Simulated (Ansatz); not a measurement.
Process, species as SMILES: [AsH2] (AsH2) → [AsH2-] (an electron is taken up)
B3LYP-D3(BJ)/def2-TZVP geometries, fixed; electronic energies without zero-point terms; positive where energy is released.
Largest species:
```xyz
3

As    -0.0239    -0.0491    -0.0281
H     -0.0021     1.4525    -0.3209
H      0.7904     0.1673     1.2490
```
Charge 0, spin multiplicity 2.

Basis-set convergence of the adiabatic electron affinity at PBE0 with Ansatz (a program for electronic structure). All functions are spherical. The program fits the integrals of some runs and decomposes those of others, by size. Open shells are unrestricted. No added dispersion term, no relativity. Functions are those of the species that has most. Reference: the value in aug-cc-pV5Z, 1.199 eV, itself unsure by roughly 0.036 eV (its mean distance from aug-pcseg-3, aug-cc-pVQZ, def2-QZVPPD). Deviations are taken from unrounded values.

```csv
basis,functions,adiabatic electron affinity (eV)
cc-pVDZ,37,0.619
aug-cc-pVDZ,54,1.185
pcseg-1,37,0.739
aug-pcseg-1,54,1.218
def2-SVP,42,0.598
def2-SVPD,54,0.768
def2-TZVP,60,0.816
def2-TZVPD,72,0.951
cc-pVTZ,71,0.987
aug-cc-pVTZ,105,1.197
pcseg-2,71,1.053
aug-pcseg-2,105,1.202
def2-TZVPP,76,0.820
def2-TZVPPD,88,0.945
cc-pVQZ,128,1.083
aug-cc-pVQZ,185,1.195
pcseg-3,134,1.126
aug-pcseg-3,191,1.200
def2-QZVPP,149,1.083
def2-QZVPPD,161,1.096
cc-pV5Z,214,1.124
aug-cc-pV5Z,300,1.199
```

What the diffuse functions change, pair by pair:
- cc-pVDZ to aug-cc-pVDZ: 17 more functions, deviation -0.580 to -0.014 eV
- pcseg-1 to aug-pcseg-1: 17 more functions, deviation -0.460 to 0.019 eV
- def2-SVP to def2-SVPD: 12 more functions, deviation -0.601 to -0.431 eV
- def2-TZVP to def2-TZVPD: 12 more functions, deviation -0.383 to -0.248 eV
- cc-pVTZ to aug-cc-pVTZ: 34 more functions, deviation -0.212 to -0.002 eV
- pcseg-2 to aug-pcseg-2: 34 more functions, deviation -0.146 to 0.003 eV
- def2-TZVPP to def2-TZVPPD: 12 more functions, deviation -0.379 to -0.254 eV
- cc-pVQZ to aug-cc-pVQZ: 57 more functions, deviation -0.116 to -0.004 eV
- pcseg-3 to aug-pcseg-3: 57 more functions, deviation -0.073 to 0.001 eV
- def2-QZVPP to def2-QZVPPD: 12 more functions, deviation -0.116 to -0.103 eV
- cc-pV5Z to aug-cc-pV5Z: 86 more functions, deviation -0.075 to 0.000 eV

Leaving out the reference's own pair, they bring the value nearer the reference by more than 0.036 eV in 9 of 10 pairs.
